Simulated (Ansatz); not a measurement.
Basis-set extrapolation for `BC1=CC1` (PBE0-D4/def2-TZVP geometry, frozen core, the Gaussian-basis code of Ansatz). Multiplicity 1, RHF reference.

|  | def2-TZVPP | def2-QZVPP |
| --- | --- | --- |
| HF | -141.131939 | -141.138373 |
| MP2 correlation | -0.593252 | -0.629484 |
| CCSD(T) correlation | -0.651373 | not run |

Energies in hartree. Use E(X) = E(∞) + A·exp(−7.88·√X) for Hartree–Fock and E(X) = E(∞) + B·X^(−2.97) for correlation, with X = 3 and 4, and add CCSD(T) minus MP2 of the smaller set to the MP2 limit.

Q: What is the CCSD(T) energy at the basis-set limit?

A: HF limit: -141.138373 + (-0.006434) × 0.13774 = -141.13926. MP2 limit: -0.629484 + (-0.036232) × 0.74074 = -0.65632. Higher-order term: -0.651373 − (-0.593252) = -0.05812. Total: -141.85370 hartree, 1.92 eV below CCSD(T)/def2-TZVPP.
